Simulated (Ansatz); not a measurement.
A nudged elastic band was laid between two geometries of a periodic cell of 17 atoms, Ba$_{16}$O (host Ba, host structure bcc, interstitial O).

All numbers below come from DFT PBE-D3(BJ), scalar-relativistic, plane waves, PAW in Ansatz 0.2.0. Settings: cutoff 420 eV, k mesh 2x2x2, gaussian smearing 0.1 eV, no spin polarisation.

| Quantity | Value |
| --- | --- |
| movable images | 5 |
| climbing image | yes |
| spring | 5.0 eV/Å² |
| optimiser | quadratic models (default) |
| start path | IDPP |
| force threshold | 0.05 eV/Å |
| iteration limit | 35 |
| end points | relaxed |

Initial state:

```xyz
17
Lattice="10.0400 0.0000 0.0000 0.0000 10.0400 0.0000 0.0000 0.0000 10.0400" Properties=species:S:1:pos:R:3
Ba 0.303 -0.037 0.000
Ba 4.714 -0.037 0.000
Ba -0.113 4.873 0.000
Ba 0.045 -0.037 5.020
Ba 2.508 2.658 2.622
Ba 5.130 4.873 0.000
Ba 4.972 -0.037 5.020
Ba 7.528 2.428 2.583
Ba -0.074 5.103 5.020
Ba 2.508 7.567 2.205
Ba 2.508 2.658 7.418
Ba 5.091 5.103 5.020
Ba 7.528 7.567 2.463
Ba 7.528 2.428 7.458
Ba 2.508 7.567 7.835
Ba 7.528 7.567 7.577
O 2.508 8.785 0.000
```

Final state:

```xyz
17
Lattice="10.0400 0.0000 0.0000 0.0000 10.0400 0.0000 0.0000 0.0000 10.0400" Properties=species:S:1:pos:R:3
Ba 0.313 0.001 0.027
Ba 4.713 0.001 0.028
Ba 0.046 5.021 0.027
Ba -0.101 0.001 5.163
Ba 2.512 2.200 2.479
Ba 4.978 5.021 0.028
Ba 5.125 0.001 5.162
Ba 7.533 2.466 2.482
Ba -0.068 5.021 4.950
Ba 2.512 7.842 2.479
Ba 2.512 2.615 7.387
Ba 5.092 5.021 4.949
Ba 7.533 7.576 2.482
Ba 7.532 2.582 7.598
Ba 2.512 7.427 7.387
Ba 7.532 7.460 7.597
O 2.514 10.041 1.251
```

Task: Which bonds break or form, and what moves?

Result: Contacts lost: Ba15–O17. Contacts made: Ba5–O17. The atom that moves furthest is O17, by 1.77 Å; four of its nearest neighbours are Ba2 2.52, Ba15 2.52, Ba10 2.52, Ba1 2.52 Å at the first end and Ba2 2.52, Ba1 2.52, Ba5 2.52, Ba10 2.52 Å at the last.

Task: What energy profile does the band end with?

Result: It converged. The highest image is number 3 of 0 to 6, 0.213 eV above the ends, which have the same energy within 2 meV. By the program's own check the climbing image is a first-order saddle point (lowest curvatures found: -0.83 and 0.33 eV/Å²). Limits of this set-up: coarse k mesh, a small cell, in which the defect meets its images.

| image | path coordinate (Å) | energy (eV) | Ba15–O17 (Å) | Ba5–O17 (Å) |
| --- | --- | --- | --- | --- |
| 0 | 0.00 | 0.000 | 2.52 | 4.71 |
| 1 | 0.35 | 0.041 | 2.69 | 4.34 |
| 2 | 0.71 | 0.161 | 3.11 | 3.94 |
| 3 | 1.06 | 0.213 | 3.53 | 3.53 |
| 4 | 1.42 | 0.162 | 3.94 | 3.11 |
| 5 | 1.77 | 0.043 | 4.33 | 2.69 |
| 6 | 2.12 | 0.001 | 4.70 | 2.52 |

Task: What is the geometry of the highest image?

Result: 
```xyz
17
Lattice="10.0400 0.0000 0.0000 0.0000 10.0400 0.0000 0.0000 0.0000 10.0400" Properties=species:S:1:pos:R:3
Ba 0.249 0.010 -0.010
Ba 4.772 0.011 -0.010
Ba -0.023 4.929 0.030
Ba -0.020 -0.032 5.112
Ba 2.510 2.377 2.515
Ba 5.044 4.928 0.030
Ba 5.041 -0.031 5.112
Ba 7.530 2.453 2.564
Ba -0.030 5.062 4.980
Ba 2.511 7.718 2.321
Ba 2.511 2.622 7.418
Ba 5.051 5.061 4.980
Ba 7.530 7.559 2.482
Ba 7.530 2.531 7.506
Ba 2.510 7.525 7.665
Ba 7.530 7.478 7.586
O 2.510 9.462 0.578
```

Time of the run: 10 min on 4 threads of Intel(R) Xeon(R) Platinum 8488C (Sapphire Rapids), on a shared host, peak memory 5 GiB.
